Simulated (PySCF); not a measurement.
This PySCF input asks for the NMR shieldings of `FC(F)(F)[C@@H]1CCC[O+]1[AlH3-]`, C5H10AlF3O; the geometry comes from PBE0-D3(BJ)/def2-SVP.

```python
import basis_set_exchange as bse
import numpy as np
from pyscf import gto, dft
from pyscf.prop import nmr

atoms = """
F    -0.837575   -2.561314   -0.784940
C    -1.458487   -1.433928   -0.470328
F    -2.585354   -1.735977    0.176130
F    -1.789226   -0.814182   -1.608918
C    -0.592652   -0.542648    0.405099
C    -1.259061    0.794490    0.752996
C    -0.209290    1.836126    0.361087
C     0.534234    1.151571   -0.763858
O     0.594211   -0.219973   -0.323713
Al    2.376669   -1.084357    0.047868
H    -0.289449   -1.133276    1.281983
H    -2.181534    0.925786    0.169353
H    -1.527752    0.841136    1.815724
H     0.483143    2.024965    1.195604
H    -0.649903    2.794836    0.055641
H     1.568714    1.490960   -0.904897
H    -0.005905    1.187805   -1.722376
H     3.106144    0.232263    0.619400
H     2.825939   -1.586810   -1.400778
H     1.849931   -2.152884    1.122492
"""
names = dict.fromkeys(["F", "C", "O", "Al", "H"], "pcSseg-1")
basis = {el: gto.basis.parse(bse.get_basis(n, elements=[el], fmt="nwchem")) for el, n in names.items()}
mol = gto.M(atom=atoms, basis=basis, charge=0, verbose=0)
mf = dft.RKS(mol, xc="PBE0")
mf.grids.level = 2
mf.grids.alignment = dft.numint.BLKSIZE   # the property module wants whole blocks of grid points
mf.conv_tol = 1e-9
mf.kernel()

calc = nmr.RKS(mf)   # GIAO
C = mf.mo_coeff
Co = C[:, mf.mo_occ > 0]
resp = mf.gen_response(singlet=True, hermi=2)
def vind(x):   # induced exchange potential for any number of trial vectors
    d = np.einsum("pi,xij,qj->xpq", C, 2 * x.reshape(-1, C.shape[1], Co.shape[1]), Co, optimize=True)
    return np.einsum("xpq,pi,qj->xij", resp(d - d.transpose(0, 2, 1)), C, Co, optimize=True).ravel()
mo1, _ = nmr.rhf.solve_mo1(calc, with_cphf=vind)
sigma = calc.kernel(mo1)
for i, s in enumerate(sigma):   # ppm
    print("%2d %-2s %9.2f" % (i, mol.atom_pure_symbol(i), np.trace(s) / 3))
```

**Question.** What are the results?

**Answer.** 
```
 0 F     265.41
 1 C      55.07
 2 F     265.92
 3 F     276.70
 4 C     102.90
 5 C     156.93
 6 C     157.21
 7 C     109.29
 8 O     269.03
 9 Al    394.85
10 H      26.54
11 H      29.28
12 H      29.07
13 H      29.23
14 H      29.43
15 H      26.79
16 H      27.43
17 H      27.08
18 H      26.85
19 H      27.11
```

These numbers come from an equivalent density-fitted implementation of the same equations, which agrees with the script to about 0.01 ppm for H and up to a few tenths of a ppm for heavy atoms, so last digits may differ.

**Question.** Turn these shieldings into chemical shifts. δ = σ(ref) − σ, references computed at the same level: CFCl3 for 19F (σ = 177.25 ppm); 13C (σ = 184.41 ppm), 1H (σ = 31.27 ppm) against TMS; H2O for 17O (σ = 334.56 ppm); 27Al (σ = 489.28 ppm) vs AlH4-.

**Answer.** Averaging equivalent atoms: F 0/2/3: -92.1; C 1: 129.3; C 4: 81.5; C 7: 75.1; C 5: 27.5; C 6: 27.2; O 8: 65.5; Al 9: 94.4; H 10: 4.72; H 15: 4.48; H 17/18/19: 4.25; H 16: 3.84; H 12: 2.20; H 13: 2.04; H 11: 1.99; H 14: 1.84 ppm. Unscaled 19F shifts against computed CFCl3 carry errors that often reach 10 to 50 ppm. Experimental scales use liquid or dissolved standards, which lie at an offset from isolated H2O (liquid H2O: subtract about 36 ppm).

Size and cost of the density-fitted run: 227 basis functions, 40 s wall time on 1 thread of an Arm Neoverse V2, shared host; peak memory 1.1 GiB.
